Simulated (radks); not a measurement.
Results of a calculation; reference values are marked as such.
Task: The fluorine anion F-, [Ne], held by a Watson sphere: a shell of charge +1 at radius R that stands for the Madelung well of a crystal (potential energy -1/R inside, -1/r outside, in hartree with lengths in bohr). Code: a radial shooting solver on a logarithmic mesh with Libxc functionals. Model: non-relativistic Kohn-Sham, LDA (Slater exchange, VWN5 correlation), spin-polarised, spherical densities, point nucleus. Response by self-consistent Sternheimer equations with the Hartree and adiabatic LDA kernel. The sphere does not respond.

| R (bohr) | e(1s) (eV) | e(2s) (eV) | e(2p) (eV) | <r> 2p (bohr) | sum of <r^2> (bohr^2) | X-ray form factor at sin(theta)/lambda = 0.3 1/angstrom | alpha (bohr^3) |
|---|---|---|---|---|---|---|---|
| 2.15 | -653.32 | -26.738 | -8.849 | 1.231 | 15.30 | 5.078 | 8.421 |
| 2.99 | -651.84 | -24.639 | -6.847 | 1.275 | 16.63 | 5.044 | 12.27 |
| 3 | -651.82 | -24.619 | -6.827 | 1.276 | 16.64 | 5.044 | 12.31 |
| 3.08 | -651.69 | -24.460 | -6.670 | 1.279 | 16.74 | 5.043 | 12.69 |
| 3.1 | -651.66 | -24.421 | -6.632 | 1.279 | 16.76 | 5.043 | 12.78 |
| 3.21 | -651.48 | -24.213 | -6.426 | 1.283 | 16.89 | 5.042 | 13.29 |
| 3.67 | -650.80 | -23.441 | -5.659 | 1.296 | 17.35 | 5.039 | 15.41 |

Estimate the row for R = 2.17 bohr.

Result: e(1s) (eV) -653.29; e(2s) (eV) -26.677; e(2p) (eV) -8.793; <r> 2p (bohr) 1.232; sum of <r^2> (bohr^2) 15.34; X-ray form factor at sin(theta)/lambda = 0.3 1/angstrom 5.077; alpha (bohr^3) 8.509.
